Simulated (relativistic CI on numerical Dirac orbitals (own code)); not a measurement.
Mn+ in a cubic cluster: L2,3 absorption with charge transfer

Computed with a charge-transfer multiplet model of a cubic metal-ligand cluster with up to 3 ligand holes, Slater and spin-orbit integrals from Dirac-Coulomb-Breit ions, Slater integrals scaled by 0.8. The ground state mixes d6 with configurations of k ligand holes L, whose averages lie at kΔ + k(k − 1)U_dd/2; a core hole lowers each added d electron by U_cd. 300 K, Lorentzian 0.4 eV and Gaussian 0.3 eV FWHM.

Atomic integrals in eV (Slater integrals scaled, ζ unscaled), ground: F2dd 7.203, F4dd 4.433, zeta_d 0.031; with the core hole: F2dd 7.920, F4dd 4.884, zeta_d 0.046, zeta_core 6.798, F2cd 4.549, G1cd 3.306, G3cd 1.876.

Cluster parameters (eV): U_dd = 6.5, U_cd = 7.5, 10Dq = 0.3, 10Dq(ligand) = 0.9, V(eg) = 1.4, V(t2g) = -0.61, final-state hopping factor = 1.

| Case | n_d | d6 | d7L | d8L2 | d9L3 | S |
| --- | --- | --- | --- | --- | --- | --- |
| Δ = 2.8 eV | 6.20 | 0.81 | 0.19 | 0.00 | 0.00 | 2.00 |
| Δ = 3.8 eV | 6.14 | 0.86 | 0.14 | 0.00 | 0.00 | 2.00 |
| Δ = 4.8 eV | 6.11 | 0.89 | 0.10 | 0.00 | 0.00 | 2.00 |
| Δ = 6.8 eV | 6.07 | 0.94 | 0.06 | 0.00 | 0.00 | 2.00 |
| Δ = 7.8 eV | 6.05 | 0.95 | 0.05 | 0.00 | 0.00 | 2.00 |

Weights, n_d and S are thermal averages at 300 K. Photon energies count from the first peak over 30 % of the highest in each spectrum, which can be another peak from case to case. The parameters are a model scan and need not match a compound or its usual spin state. Peaks in eV (height, largest 100):
- Δ = 2.8 eV: 0.0 (100), 1.8 (25), 10.6 (36), 12.6 (9)
- Δ = 3.8 eV: 0.0 (100), 2.0 (26), 10.6 (35), 12.7 (10)
- Δ = 4.8 eV: 0.0 (100), 0.7 (73), 2.0 (27), 10.6 (35), 12.7 (10)
- Δ = 6.8 eV: 0.0 (100), 0.8 (71), 2.1 (28), 3.2 (11), 10.7 (34), 12.9 (10)
- Δ = 7.8 eV: 0.0 (100), 0.8 (71), 2.1 (28), 3.3 (11), 10.7 (34), 12.9 (10)

Curve for Δ = 4.8 eV (points under 2 left out, the grid thinned):

E (eV), Intensity and a bar:
```
     -2.7        2.1 
     -2.4        2.9 
     -2.1        4.6 #
     -1.8        9.1 ##
     -1.4       18.3 #####
     -1.1       27.6 ########
     -0.8       41.6 #############
     -0.5       63.9 ####################
     -0.2       92.2 #############################
      0.1       93.8 ##############################
      0.4       72.8 #######################
      0.7       73.2 #######################
      1.1       49.1 ###############
      1.4       28.3 #########
      1.7       23.1 #######
      2.0       26.9 ########
      2.3       21.3 ######
      2.6       13.4 ####
      2.9       11.2 ###
      3.3        9.3 ##
      3.6        6.5 #
      3.9        4.4 #
      4.2        3.4 
      4.5        3.0 
      4.8        2.7 
      5.1        2.4 
      5.5        2.3 
      5.8        2.1 
      8.7        2.2 
      9.0        3.5 
      9.3        7.9 ##
      9.6       14.8 ####
      9.9       17.8 #####
     10.3       27.2 ########
     10.6       35.2 ###########
     10.9       29.3 #########
     11.2       23.5 #######
     11.5       17.5 #####
     11.8       12.5 ###
     12.1        9.1 ##
     12.4        7.5 ##
     12.8        9.7 ###
     13.1        6.8 ##
     13.4        4.0 #
     13.7        2.1
```

For the case Δ = 4.8 eV, Δ = 4.8 eV is smaller than U_dd = 6.5 eV, the charge-transfer side of the Zaanen-Sawatzky-Allen scheme. With the core hole the configuration with one ligand hole lies at Δ + U_dd − U_cd = 1.8, 2.8, 3.8, 5.8, 6.8 eV from the one without, in the order of the table; where this is negative the screened configuration lies lower, though the effective hopping of about 2.1 eV (from the holes of the mixed ground state) mixes the two strongly wherever it is as large as the gap.
